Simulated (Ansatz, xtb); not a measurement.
Isomers of B2F4H2O2 in order of energy

4 gas-phase structures of B2F4H2O2, from a drawn sample of its isomers (lower ones may exist). Each was relaxed with GFN2-xTB; where two conformers were screened, the lower at r2SCAN-D4/def2-SVP is listed:

A. `[OH2+]/[B-](F)=[O+]\[B-](F)(F)F`, a singlet
B. a singlet given by its coordinates
C. `F[B-]1(F)[OH+][B-](F)(F)[OH+]1`, a singlet
D. a singlet given by its coordinates

D (Å):

```yaml
atoms:
  - { symbol: B, position_ang: [-2.9196, -0.7713, -1.0130] }
  - { symbol: B, position_ang: [-1.8744, 1.2976, -2.5520] }
  - { symbol: F, position_ang: [-3.4732, -1.9750, -0.9912] }
  - { symbol: F, position_ang: [-1.7900, 1.3098, -3.8784] }
  - { symbol: F, position_ang: [-0.7291, 1.1819, -1.8726] }
  - { symbol: F, position_ang: [-2.7627, 2.1257, -1.9934] }
  - { symbol: O, position_ang: [-2.6861, -0.1231, 0.1025] }
  - { symbol: O, position_ang: [-2.6220, -0.2771, -2.2697] }
  - { symbol: H, position_ang: [-2.2828, 0.7467, 0.0519] }
  - { symbol: H, position_ang: [-2.8119, -0.7913, -3.0619] }
```

Close contacts (Å): B1–F3 1.33, B1–O7 1.31, B1–O8 1.38, B2–F4 1.33, B2–F5 1.34, B2–F6 1.34, B2–O8 1.77, O7–H9 0.96, O8–H10 0.96.

B (Å):

```json
{"atom": "B", "x (Å)": "-0.6872", "y (Å)": "-2.8103", "z (Å)": "1.1623"}
{"atom": "B", "x (Å)": "-1.1628", "y (Å)": "-1.3083", "z (Å)": "-1.3034"}
{"atom": "F", "x (Å)": "0.2899", "y (Å)": "-1.9717", "z (Å)": "1.4650"}
{"atom": "F", "x (Å)": "-1.3861", "y (Å)": "-0.1937", "z (Å)": "-0.6270"}
{"atom": "F", "x (Å)": "-2.1414", "y (Å)": "-1.7278", "z (Å)": "-2.1053"}
{"atom": "F", "x (Å)": "0.0752", "y (Å)": "-1.5546", "z (Å)": "-1.7003"}
{"atom": "O", "x (Å)": "-0.9936", "y (Å)": "-3.8413", "z (Å)": "1.9459"}
{"atom": "O", "x (Å)": "-1.3832", "y (Å)": "-2.5877", "z (Å)": "0.0164"}
{"atom": "H", "x (Å)": "-0.4761", "y (Å)": "-3.9565", "z (Å)": "2.7439"}
{"atom": "H", "x (Å)": "-2.0941", "y (Å)": "-3.1948", "z (Å)": "-0.2116"}
```

Close contacts (Å): B1–F3 1.32, B1–O7 1.33, B1–O8 1.36, B2–F4 1.32, B2–F5 1.33, B2–F6 1.32, B2–O8 1.85, O7–H9 0.96, O8–H10 0.96.

Make a reasoned guess at their ranking by r2SCAN-D4/def2-SVP single-point energy.

Calculated order at r2SCAN-D4/def2-SVP: C (0.000), D (0.097), B (0.204), A (0.928) eV.

Energies above the lowest of each column, in eV; the last columns are at PBE0-D4/def2-SVP geometries and were run for some of them only (a dash: not run or not comparable):

| structure | GFN2-xTB | HF/STO-3G | r2SCAN-D4/def2-SVP | PBE0-D4/def2-SVP | CCSD(T)/def2-SVP + ΔMP2/def2-TZVPP |
| --- | --- | --- | --- | --- | --- |
| C | 0.320 | 0.000 | 0.000 | 0.000 | 0.000 |
| D | 0.000 | 1.123 | 0.097 | 0.093 | 0.024 |
| B | 0.143 | 1.154 | 0.204 | – | – |
| A | 0.818 | 1.996 | 0.928 | – | – |

CCSD(T)/def2-SVP + ΔMP2/def2-TZVPP has C and D within 1 kcal/mol of each other at the bottom, and every level picks one of them. Some further structures that were screened fall inside this span and aren't listed. Flexible structures stand in one conformer each, not always the lowest. Frequencies (GFN2-xTB) were run for C, D alone. ΔMP2 is the change of the MP2 energy from the smaller to the larger basis.

Over these structures GFN2-xTB departs from r2SCAN-D4/def2-SVP by 0.153 eV on average once a common shift is removed. A GFN2-xTB relaxation took about 0.077 s and the r2SCAN-D4/def2-SVP energy about 2.9 s on a shared host (Ansatz 0.2.0, xtb 6.7.1).
